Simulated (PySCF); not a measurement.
# TDDFT excited states: C6H8F2

Compound: C6H8F2.
Numbering: `[CH2:1]=[CH:2][C:3](=[CH2:4])[C@@H:5]([F:6])[CH2:7][F:8]` (hydrogens: H9, H10 on C1; H11 on C2; H12, H13 on C4; H14 on C5; H15, H16 on C7)

Theory: PySCF, TDDFT PBE0/def2-SVPD, vertical, gas phase, core orbitals frozen in the response. One conformer (not necessarily the lowest) at the PBE0-D3(BJ)/def2-SVP geometry, without solvent, vibrations or thermal averaging. Torsions of this conformer, `[CH2:1]=[CH:2][C:3](=[CH2:4])[C@@H:5]([F:6])[CH2:7][F:8]`: C1–C2–C3–C4 177°, C2–C3–C5–F6 162°, C3–C5–C7–F8 170°.

Problem. Predict the UV-vis stick spectrum at this level.

Solution. 

```tsv
state	E (eV)	E (kJ/mol)	λ (nm)	f	main configurations (H = HOMO, L = LUMO)
S1	5.71	551	217.2	0.528	H→L (97%)
S2	6.74	650	184.0	0.0049	H-1→L (75%), H→L+2 (10%)
S3	6.78	654	182.8	0.0019	H-2→L (87%)
S4	6.83	659	181.5	0.0037	H→L+1 (85%)
S5	7.24	698	171.4	0.018	H→L+2 (68%), H→L+3 (22%)
S6	7.36	710	168.4	0.024	H→L+3 (53%), H-4→L (15%), H-3→L (9%)
```

The lowest singlet lies at 5.71 eV (217 nm, ultraviolet) and is strong; its leading configuration is HOMO→LUMO (97%). The lowest level is also the most intense of those listed (f = 0.528). Löwdin shares by element: HOMO carbon 85% or more; LUMO carbon 80% or more (atoms not listed hold the other 19%). Orbital energies (eV): HOMO-3 -10.05, HOMO-2 -9.62, HOMO-1 -9.18, HOMO -7.23, LUMO -1.37, LUMO+1 0.74, LUMO+2 1.09. Weighted by f, the mean energy of these states is 5.84 eV. The oscillator strengths of these states sum to 0.581; summed over the whole spectrum of an exact calculation they would give the number of electrons, 62 (Thomas–Reiche–Kuhn). The window holds the lowest 6 singlets.
